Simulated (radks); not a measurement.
The numbers below are computed, except where a source is named.
Ionisation of the praseodymium ion Pr2+, [Xe] 4f3, to Pr3+, [Xe] 4f2, under several functionals. Dirac Kohn-Sham, spin-unpolarised, spherical densities, finite nucleus; open shells fill j = l - 1/2 first; a radial shooting solver on a logarithmic mesh with Libxc functionals.

functional                                        E(Pr2+) (hartree)  Exc (hartree)  IE (eV)  -e(HOMO) (eV)  <r> HOMO (bohr)  IE error (eV)
XLYP                                                     -9243.0035      -217.8482   21.529         13.834            1.146         -0.095
BP86                                                     -9242.9851      -217.8441   21.760         14.014            1.137         +0.137
exchange-only PBE                                        -9238.3748      -213.1653   20.381         12.773            1.157         -1.243
RPBE                                                     -9241.9477      -216.7932   21.599         13.878            1.142         -0.025
HCTH/407                                                 -9247.1330      -222.2297   22.495         14.606            1.117         +0.872
LDA (Slater exchange, Perdew-Zunger correlation)         -9234.8173      -209.5866   21.971         14.213            1.135         +0.348

NIST Atomic Spectra Database: 21.624 eV (measured). Closest: RPBE. The Delta-SCF values span 2.11 eV, the total energies 12.32 hartree. The highest occupied level is 4f5/2. Spin polarisation and multiplet splitting are left out, so open shells lie too high by an amount that depends on their filling.

Beside tabulated values, note that spin-unpolarised runs miss the spin-polarisation part of the exchange energy of open shells.
